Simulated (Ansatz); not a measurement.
The same path of ClH4NOSn (8 atoms, charge 0, multiplicity 1) was run twice with different band settings. Lost on the way: Sn2–H7. Made: N1–H7.

Level of theory: RKS CAM-B3LYP-D4/def2-SVP in Ansatz.

Relaxed end points:

```xyz
8
Properties=species:S:1:pos:R:3
N -0.454 1.496 0.236
Sn 0.192 -0.393 0.387
O 1.504 -0.578 -1.065
Cl -1.464 -1.998 -0.130
H -1.197 1.776 0.872
H -0.691 1.787 -0.710
H 0.819 -0.754 1.924
H 1.385 -1.393 -1.569
```

```xyz
8
Properties=species:S:1:pos:R:3
N -0.167 0.886 0.755
Sn 0.639 -1.389 0.580
O 1.339 -0.600 -1.146
Cl -1.605 -1.772 -0.341
H -1.167 0.834 0.550
H 0.318 1.207 -0.088
H -0.003 1.534 1.525
H 0.740 -0.757 -1.889
```

Common settings: movable images 9; climbing image yes; spring 5.0 eV/Å²; optimiser quadratic models (default); force threshold 0.03 eV/Å; iteration limit 60; end points relaxed.

| run | start path |
| --- | --- |
| 1 | through a guess of the saddle point |
| 2 | straight line |

Problem. What does each run give, and how far can it be trusted?

Solution. Run 1: converged after 14 iterations, highest image 2.015 eV above the first end. Neighbouring images differ by up to 1.7 eV, so the band resolves the path poorly. A vibrational analysis at the climbing image gives one clearly imaginary mode, 1307i cm⁻¹: a first-order saddle point.
Run 2: converged after 10 iterations, highest image 2.015 eV above the first end. Neighbouring images differ by up to 1.6 eV, so the band resolves the path poorly. Another band between the same ends (9 images) ends at a top of the same energy, where a vibrational analysis finds 1 clearly imaginary mode.
The orbitals stay closed-shell, which can raise the energy where a bond breaks towards radicals; this wasn't checked here.
